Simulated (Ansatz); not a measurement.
```xyz
11

N    -0.2642    0.4805    1.9723
Si    0.1400   -0.3270    0.5371
C    -1.0285   -0.5276   -0.8597
C    -0.0635    0.0309   -1.6247
N     0.9527    0.5439   -0.8000
H     0.2279    0.3262    2.8350
H    -0.8256    1.3150    1.9882
H     0.9336   -1.5090    0.9585
H    -1.9768   -0.9288   -1.1743
H    -0.0016    0.1245   -2.7085
H     1.9061    0.4713   -1.1240
```

Total charge 0; spin multiplicity 1.

(1) List the r2SCAN/def2-TZVPP orbital energies in eV (Ansatz). (Best estimate.)

Results:

(1) Computed: Occupied: -1791.16, -384.82, -384.80, -274.17, -272.02, -141.48, -96.37, -96.34, -96.31, -23.81, -22.19, -18.49, -14.69, -13.51, -12.73, -12.24, -10.46, -9.69, -9.38, -8.05, -7.37, -6.57, -5.03. Lowest empty: -0.55, 0.99, 1.20, 1.80, 2.51, 2.62, 2.91, 3.26.
